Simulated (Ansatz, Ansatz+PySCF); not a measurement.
```xyz
3

O     0.0000    0.0000   -0.2214
H     0.0000    1.3952    0.8855
H     0.0000   -1.3952    0.8855
```

Basis set: 6-31G (spherical functions). Frozen core: 1 orbital. Charge 0, multiplicity 1.

Computed with Ansatz (development build ahead of 0.2.0); each method stands on the lowest determinant of its kind that the runs found. Restricted open shells among the atoms or ions are ROHF, correlated in semicanonical orbitals with singles. Restricted functionals stand beside restricted open-shell atoms, which can lie above the unrestricted atoms usual in DFT and then raise those values.

(1) Give the atomization energy at this shape (free ground-state atoms in the same class of orbitals less the molecule, no zero-point energy) of singlet H₂O by PBE0 (unrestricted), PBE0 (restricted), RHF-CCSD(T), UHF-CCSD(T), RHF-MP2, UHF-MP2, UHF.

## Answers

(1)

```
             method  atomization energy
PBE0 (unrestricted)             1.69 eV
  PBE0 (restricted)             1.18 eV
        RHF-CCSD(T)             1.86 eV
        UHF-CCSD(T)             1.59 eV
            RHF-MP2             1.08 eV
            UHF-MP2             0.55 eV
                UHF             0.21 eV
```

Caution: the shape is not the minimum. Caution for PBE0 (unrestricted), UHF-CCSD(T), UHF-MP2, UHF: the unrestricted determinant is a mixture of spin states. Caution for PBE0 (restricted), RHF-CCSD(T), RHF-MP2: an unrestricted determinant lies well below. Caution for RHF-CCSD(T), UHF-CCSD(T), RHF-MP2, UHF-MP2: large amplitudes, a single reference is doubtful. Caution for UHF-CCSD(T), UHF-MP2: a plain start can end on a higher determinant; another reference gives a lower total. Caution for UHF-CCSD(T): the program doubts this total.

This basis has no polarisation functions and is too small for such energies, which can lie far from measured ones in either direction.
